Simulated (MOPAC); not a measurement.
Input file for MOPAC: PM3 on BFH2S2 (SMILES FB(S)S), a point of a torsion scan.

```
PM3 1SCF PRECISE CHARGE=0 THREADS=1
BFH2S2

F     -0.94858931 1    -1.79010890 1     0.19715152 1
B     -0.35559678 1    -0.62281988 1     0.06666510 1
S      1.41871387 1    -0.62056487 1    -0.41169802 1
S     -1.41431011 1     0.82776925 1     0.08269520 1
H      1.83291810 1     0.24188685 1     0.51073201 1
H     -0.49098711 1     1.73456864 1    -0.22047130 1
```

The log:

```
*******************************************************************************
 **                                                                           **
 **                              MOPAC v23.2.5                                **
 **                                                                           **
 *******************************************************************************
 ** MOPAC's Digital Object Identifier: https://doi.org/10.5281/zenodo.6511958 **
 **                                                                           **
 ** Please cite the open-source release paper for use of this MOPAC version:  **
 ** J. E. Moussa and J. J. P. Stewart (2026)                                  **
 ** MOPAC: An open-source semiempirical molecular orbital program             **
 ** J. Open Source Softw., 11(119), 8025, https://doi.org/10.21105/joss.08025 **
 *******************************************************************************

                              PM3 CALCULATION RESULTS

 *******************************************************************************
 *  PM3        - The PM3 Hamiltonian to be used
 *
 *
 *
 *                 CHARGE ON SYSTEM = 0
 *
 *
 *
 *  PRECISE    - TIGHTER CRITERIA TO BE USED
 *  1SCF       - DO 1 SCF AND THEN STOP
 *  THREADS=1  - MULTI-THREADING NOT USED
 *  T=         - A TIME OF 172800.0 SECONDS REQUESTED
 *  DUMP=N     - RESTART FILE WRITTEN EVERY 7200.0 SECONDS REQUESTED
 *******************************************************************************
PM3 1SCF PRECISE CHARGE=0 THREADS=1
 BFH2S2

   ATOM   CHEMICAL          X               Y               Z
  NUMBER   SYMBOL      (ANGSTROMS)     (ANGSTROMS)     (ANGSTROMS)

     1       F         -0.94858931  *  -1.79010890  *   0.19715152  *
     2       B         -0.35559678  *  -0.62281988  *   0.06666510  *
     3       S          1.41871387  *  -0.62056487  *  -0.41169802  *
     4       S         -1.41431011  *   0.82776925  *   0.08269520  *
     5       H          1.83291810  *   0.24188685  *   0.51073201  *
     6       H         -0.49098711  *   1.73456864  *  -0.22047130  *



          CARTESIAN COORDINATES

    NO.       ATOM           X           Y           Z

     1         F         -0.9486     -1.7901      0.1972
     2         B         -0.3556     -0.6228      0.0667
     3         S          1.4187     -0.6206     -0.4117
     4         S         -1.4143      0.8278      0.0827
     5         H          1.8329      0.2419      0.5107
     6         H         -0.4910      1.7346     -0.2205

  H: (PM3): J. J. P. STEWART, J. COMP. CHEM. 10, 209 (1989).
  B: (PM3): J. J. P. STEWART, J. MOL. MOD., 10, 155-164 (2004)
  F: (PM3): J. J. P. STEWART, J. COMP. CHEM. 10, 209 (1989).
  S: (PM3): J. J. P. STEWART, J. COMP. CHEM. 10, 209 (1989).

           Empirical Formula: H2 F B S2  =     6 atoms



      MOLECULAR POINT GROUP   :   C1


      RHF CALCULATION, NO. OF DOUBLY OCCUPIED LEVELS = 12


 -------------------------------------------------------------------------------
 PM3 1SCF PRECISE CHARGE=0 THREADS=1
 BFH2S2



     1SCF WAS SPECIFIED, SO BFGS WAS NOT USED
     SCF FIELD WAS ACHIEVED


                              PM3 CALCULATION
                                                       MOPAC v23.2.5 Linux




          FINAL HEAT OF FORMATION =        -98.94678 KCAL/MOL =    -413.99335 KJ/MOL


          COSMO AREA              =        114.35 SQUARE ANGSTROMS
          COSMO VOLUME            =        102.12 CUBIC ANGSTROMS

          IONIZATION POTENTIAL    =          9.802086 EV
          HOMO LUMO ENERGIES (EV) =         -9.802 -0.723
          NO. OF FILLED LEVELS    =         12
          MOLECULAR WEIGHT        =         95.9442         POINT GROUP:  C1

          MOLECULAR DIMENSIONS (Angstroms)

            Atom       Atom       Distance
            H     6    F     1     3.57871
            H     5    S     4     3.32056
            H     5    S     3     0.97783


          SCF CALCULATIONS        =          1





   ATOM   CHEMICAL          X               Y               Z
  NUMBER   SYMBOL      (ANGSTROMS)     (ANGSTROMS)     (ANGSTROMS)

     1       F         -0.94858931  *  -1.79010890  *   0.19715152  *
     2       B         -0.35559678  *  -0.62281988  *   0.06666510  *
     3       S          1.41871387  *  -0.62056487  *  -0.41169802  *
     4       S         -1.41431011  *   0.82776925  *   0.08269520  *
     5       H          1.83291810  *   0.24188685  *   0.51073201  *
     6       H         -0.49098711  *   1.73456864  *  -0.22047130  *

                             CARTESIAN COORDINATES

   1    F       -0.948589310    -1.790108900     0.197151520
   2    B       -0.355596780    -0.622819880     0.066665100
   3    S        1.418713870    -0.620564870    -0.411698020
   4    S       -1.414310110     0.827769250     0.082695200
   5    H        1.832918100     0.241886850     0.510732010
   6    H       -0.490987110     1.734568640    -0.220471300


           Empirical Formula: H2 F B S2  =     6 atoms



      MOLECULAR POINT GROUP   :   C1


                  EIGENVALUES
 -30.73872 -26.78253 -26.03182 -19.18864 -19.11364 -18.44750 -15.71640 -14.59657
 -13.69284 -11.62406 -10.77089  -9.80209  -0.72286  -0.42843  -0.19882   0.55072
   1.09597   3.97312


              NET ATOMIC CHARGES AND DIPOLE CONTRIBUTIONS

  ATOM NO.   TYPE          CHARGE      No. of ELECS.   s-Pop       p-Pop
    1          F          -0.026054        7.0261     1.55006     5.47600
    2          B          -0.292623        3.2926     1.03103     2.26159
    3          S           0.078520        5.9215     1.86689     4.05459
    4          S           0.171264        5.8287     1.85736     3.97137
    5          H           0.037894        0.9621     0.96211
    6          H           0.030999        0.9690     0.96900
 DIPOLE           X         Y         Z       TOTAL
 POINT-CHG.     0.251     1.849    -0.145     1.871
 HYBRID         0.825     0.636     0.914     1.386
 SUM            1.076     2.485     0.768     2.814


          ATOMIC ORBITAL ELECTRON POPULATIONS

     Atom    s        px        py        pz
    1  F   1.55006   1.88857   1.74011   1.84732
    2  B   1.03103   0.88413   0.84216   0.53531
    3  S   1.86689   1.11479   1.55658   1.38322
    4  S   1.85736   1.20200   1.06015   1.70922
    5  H   0.96211
    6  H   0.96900

 **********************
 *                    *
 * JOB ENDED NORMALLY *
 *                    *
 **********************




 == MOPAC DONE ==
```

The run finished.

Cost: very roughly 0.020 core-seconds.
